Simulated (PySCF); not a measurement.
Molecule: `c1ccc(B(F)F)o1`, C₄H₃BF₂O.

Mapped SMILES: `[F:1][B:2]([F:3])[c:4]1[cH:5][cH:6][cH:7][o:8]1` (H(Xn): hydrogen on atom n).

Spin–spin couplings on one PBE0-D3(BJ)/def2-SVP geometry, PySCF 2.14.0 with density-fitted response routines, gas phase, non-relativistic, equivalent pairs averaged (spin–dipole term only in couplings to heteroatoms); isotopes 13C, 1H, 19F, 11B; basis pcJ-1.

Problem. How do the couplings (Hz) change with the functional? Times are CPU seconds on 1 thread of an Arm Neoverse V1, shared host.

Solution. 
| functional | functions | 1J(C7,H(C7)) | 1J(F1,B2) | 1J(C6,H(C6)) | 1J(C5,H(C5)) | 1J(B2,C4) | 1J(C6,C7) | 1J(C4,C5) | core-s |
| --- | --- | --- | --- | --- | --- | --- | --- | --- | --- |
| LDA | 246 | 166.7 | -152.8 | 147.2 | 146.0 | 107.4 | 53.2 | 46.4 | 26 |
| PBE | 246 | 194.6 | -149.9 | 172.1 | 171.0 | 122.2 | 64.6 | 56.1 | 37 |
| KT2 | 246 | 210.9 | -183.2 | 185.5 | 183.8 | 110.6 | 53.6 | 45.6 | 39 |
| PBE0 | 246 | 200.8 | -109.9 | 177.4 | 176.0 | 126.3 | 69.8 | 61.1 | 54 |
| B97-2 | 246 | 192.8 | -108.4 | 169.7 | 168.6 | 129.1 | 69.2 | 59.8 | 53 |
| BHandHLYP | 246 | 225.8 | -61.0 | 199.2 | 197.7 | 138.1 | 83.5 | 73.8 | 58 |
| CAM-B3LYP | 246 | 208.6 | -103.3 | 184.0 | 182.3 | 128.5 | 71.4 | 62.9 | 77 | Left out for a near triplet instability: HF/pcJ-1.
